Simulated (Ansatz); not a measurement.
Input file for Ansatz (a quantum-chemistry and plane-wave program): R-CCSD(T)/def2-SVPD on FH2I (a complex). Elements past Kr take the def2 small-core potentials; no spin–orbit coupling. The run froze 10 orbitals, filled d shells among them.

Ansatz 0.2 input:
```yaml
crystal:
  periodic: [false, false, false]
  atoms:
    - {symbol: F, position_ang: [-0.07014391, 0.47503342, -0.24116469]}
    - {symbol: H, position_ang: [0.00476218, 0.03463117, 0.57653190]}
    - {symbol: I, position_ang: [0.21288121, -1.03616339, 2.98201783]}
    - {symbol: H, position_ang: [0.17418201, 0.43606817, 3.64857017]}
basis:
  gaussian:
    orbitals: def2-SVPD
magnetization: {spin_polarized: false}
correlation: {method: ccsd_t, electrons: outside_noble_gas}
scf: {lower_state_search: off}
```

### Question
Predict the final total energy.

### Answer
-397.5361 hartree (reference determinant -397.1790, T1 diagnostic 0.012).
